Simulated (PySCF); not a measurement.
Compound: [SnH3]- (charge -1).
Geometry (PBE0-D3(BJ)/def2-SVP, Å), atoms numbered from 1 in this order:
```
atom  x, y, z in Å
Sn1    0.019   -0.023    0.748
H2     1.522   -0.014   -0.255
H3    -0.736    1.273   -0.261
H4    -0.721   -1.326   -0.262
```

Method used: PBE0-D3(BJ)/def2-SVP geometry optimisation, gas phase, def2 core potentials past Kr in PySCF.

(1) Which atoms are bound to Sn1, and at what distances?

(2) What is the shape at Sn1?

(3) What are the rotational constants (commonest isotopes, rigid rotor)?

Answers

(1) 3 atoms: H3 1.807 Å, H2 1.807 Å, H4 1.807 Å.

(2) Pyramidal: angles 92.0°, 91.9° and 91.9°, sum 275.8°, 1.01 Å off the plane of its three neighbours.

(3) A = 79041, B = 79025, C = 74266 MHz: an oblate symmetric top.

Point group: C3v (every atom within 0.08 Å of its image). Charge -1, singlet. The geometry's basis has no diffuse functions, a weakness for an anion. Not checked by PBE0-D3(BJ)/def2-SVP frequencies.

Hardware: one thread, Arm Neoverse V1 (aarch64), no GPU, shared host with 32 logical CPUs at a one-minute load of 11. Cost: 4.5 s of wall time, 0.22 GiB resident at most. These figures are those of the optimisation.
